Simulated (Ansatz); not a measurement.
Consider the ligand exchange at the Si–C bond: `O[Si](O)(Cl)C[SiH2]Cl` + HCl → `O[Si](O)(Cl)Cl` + `C[SiH2]Cl`.

Program: Ansatz. Geometries: PBE0-D4/def2-TZVP. ΔE: electronic, gas phase. CCSD(T)/CBS adds triple-zeta CCSD(T) − MP2 to the extrapolated MP2 energy (def2 sets, frozen cores). This one scheme is used for every species. Functionals use def2-TZVPP. B3LYP here is the variant with VWN-RPA as its local correlation; programs differ in this. One conformer a species, not always the lowest.

```csv
level,ΔE (kJ/mol),difference from CCSD(T)/CBS
r2SCAN-D4,-79.3,-5.3
B3LYP-D4,-74.2,-0.2
ωB97X-V,-75.9,-1.9
B2PLYP,-83.6,-9.6
r2SCAN,-82.3,-8.3
SCS-MP2/def2-TZVPP,-77.3,-3.3
CCSD/def2-TZVPP,-74.4,-0.4
CCSD(T)/def2-TZVPP,-71.5,2.5
MP2/CBS(def2),-76.8,-2.8
CCSD/CBS(def2),-76.9,-2.9
CCSD(T)/CBS,-74.0,0
```

Largest T1 diagnostic among the species: 0.010.

The D4 term adds +14.4 kJ/mol with B3LYP and +8.6 kJ/mol with PBE0; it sums over pairs of atoms, weighted by their polarisabilities, and B3LYP, whose exchange is more repulsive, gets the larger term. In def2-TZVPP, CCSD(T) changes the Hartree–Fock value by +25.0 kJ/mol (the triples alone add +2.9 kJ/mol) and MP2 by +22.2 kJ/mol.
